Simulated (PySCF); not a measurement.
PySCF input:

```python
from pyscf import gto, scf, mp, cc as ccmod

mol = gto.M(
    atom='''
    Si   -0.00000000   -0.00000000   -1.08888770
    S     0.00000000    0.00000000    0.95277674
    ''',
    basis='cc-pvdz',
    charge=-1,
    spin=1,
    symmetry='C2v',
    verbose=4,
)

mf = scf.UHF(mol)
mf.conv_tol = 1e-10
mf.max_cycle = 100
mf.kernel()
mp2 = mp.MP2(mf, frozen=10).run()
cc = ccmod.CCSD(mf, frozen=10)
cc.max_cycle = 100
cc.kernel()
et = cc.ccsd_t()
print(f'E(CCSD(T)) = {cc.e_tot + et:.9f}')
```

Q: What final total energy does it print?

A: -686.70783 Eh (CCSD(T)/cc-pVDZ).
